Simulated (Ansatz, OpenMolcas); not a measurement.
The same job for Ansatz

OpenMolcas 26.06 runs this on AlGeH4F (SMILES [F][AlH][GeH3]):

calc.input:
```
* AlFGeH4 Hartree-Fock
>>> EXPORT MOLCAS_PRINT=2

&GATEWAY
  BasLib
  $CurrDir
  Coord
  7
  angstrom
  F       -2.002000      -1.487800       0.716500
  Al      -0.491500      -1.327100       0.066600
  Ge       0.428200       0.960300      -0.065100
  H        0.204000      -2.659900      -0.422600
  H        0.095700       1.599200      -1.428000
  H       -0.136400       1.887000       1.024800
  H        1.963300       0.960200       0.062300
  Basis
  def2-SVPD
  Group
  NoSym

&SEWARD

&SCF
  Thresholds
  1e-10 1e-07 1e-07 1e-05
  PrOrbitals
  0

&ALASKA
```

```bash
$ export MOLCAS_MEM=1860
$ pymolcas calc.input > calc.log
```

(Basis files named in the input come from the Basis Set Exchange and aren't shown.)

The shape is that of a PBE0-D4/def2-TZVP optimisation.

It gives a total energy of -2418.707391 Eh.

How is this level of theory, on these atoms, set up in Ansatz 0.2.0 as an input file of the program's own, asking for the energy?

This input was run:

in.yaml:
```yaml
crystal:
  periodic: [false, false, false]
  atoms:
    - {symbol: F, position_ang: [-2.002000, -1.487800, 0.716500]}
    - {symbol: Al, position_ang: [-0.491500, -1.327100, 0.066600]}
    - {symbol: Ge, position_ang: [0.428200, 0.960300, -0.065100]}
    - {symbol: H, position_ang: [0.204000, -2.659900, -0.422600]}
    - {symbol: H, position_ang: [0.095700, 1.599200, -1.428000]}
    - {symbol: H, position_ang: [-0.136400, 1.887000, 1.024800]}
    - {symbol: H, position_ang: [1.963300, 0.960200, 0.062300]}
basis:
  gaussian:
    orbitals: def2-SVPD
hamiltonian:
  xc: hf
accuracy: high
output: {orbitals: {seedname: orbitals}}
```

```bash
$ ansatz run in.yaml --threads 1 --pin off --max-ram 3480MiB --events-out events.jsonl --progress --plain --runs-dir runs
```

Its energy is -2418.707391 Eh, the same as the first but for the last digit, at most.
